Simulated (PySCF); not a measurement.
## Dipole response of Be⁺ (beryllium, charge +1)

[He] 2s1, 2S determinant. Computed with PySCF 2.14 in aug-cc-pCVTZ-DK, with scalar relativity by spin-free X2C-1e. Coupled (time-dependent) response in atomic units; α is the mean over directions.

```json
{"method": "UHF", "mean α (bohr³)": "24.86", "C₆ (like pair)": "70.82", "S(−4)": "1129"}
{"method": "PBE", "mean α (bohr³)": "21.59", "C₆ (like pair)": "57.61", "S(−4)": "852.1"}
{"method": "PBE0", "mean α (bohr³)": "22.29", "C₆ (like pair)": "60.36", "S(−4)": "908.2"}
{"method": "M06-2X", "mean α (bohr³)": "17.07", "C₆ (like pair)": "39.32", "S(−4)": "572.3"}
```

S(−4) is the Cauchy moment in α(ω) = α(0) + S(−4) ω² + …

α(iu) at PBE:

```tsv
u (hartree)	α(iu) (bohr³)
0	21.59
0.0500	19.66
0.100	15.55
0.200	8.654
0.300	5.143
0.500	2.396
0.750	1.258
1.00	0.7893
1.50	0.4078
2.00	0.2572
3.00	0.1376
5.00	0.06476
```

A single London oscillator, α(iu) = α/(1 + u²/ω²), gives C₆ = (3/4) ω α². Matching the computed C₆ needs ω = 4 × 57.61 / (3 × 21.59²) = 0.165 hartree.

For an ion, C₆ is the dispersion term alone; charge-induced terms of lower order in 1/R come first.
